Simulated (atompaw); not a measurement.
# An all-electron radial function and its pseudo partner (phosphorus (P))

Columns: radius, all-electron u(r) and pseudo u(r) of the 3p shell (level -5.77 eV) of phosphorus in the configuration [Ne] 3s1.5 3p3.5; PBEsol, scalar-relativistic, PAW (atompaw) scheme, atompaw 4.2.0.5.

```csv
r (bohr),all-electron,pseudo
0.083,-0.1031,0.0043
0.165,-0.2302,0.0167
0.248,-0.2947,0.0373
0.331,-0.2933,0.0654
0.413,-0.2449,0.0997
0.496,-0.1665,0.1400
0.579,-0.0728,0.1850
0.662,0.0262,0.2332
0.744,0.1229,0.2829
0.827,0.2154,0.3340
0.910,0.3001,0.3845
0.992,0.3752,0.4327
1.075,0.4420,0.4788
1.158,0.4996,0.5212
1.240,0.5479,0.5589
1.323,0.5881,0.5922
1.406,0.6203,0.6204
1.488,0.6448,0.6431
1.571,0.6629,0.6607
1.654,0.6751,0.6732
1.737,0.6820,0.6807
1.819,0.6843,0.6836
1.902,0.6827,0.6824
1.985,0.6776,0.6776
2.067,0.6698,0.6698
2.150,0.6594,0.6594
```

Problem. How many radial nodes do the two functions have?

Solution. The all-electron 3p function has n − l − 1 = 1; the pseudo-wave has 0, since the states of the same l below it are removed with the core.

Problem. Where does each function peak?

Solution. Outermost all-electron maximum near 1.82 bohr, pseudo maximum near 1.82 bohr (to the table’s step).

Problem. Is the pseudo-wave norm-conserving?

Solution. No, it belongs to a PAW set: the norm inside the radius is not constrained, and the difference is carried by the augmentation charge.
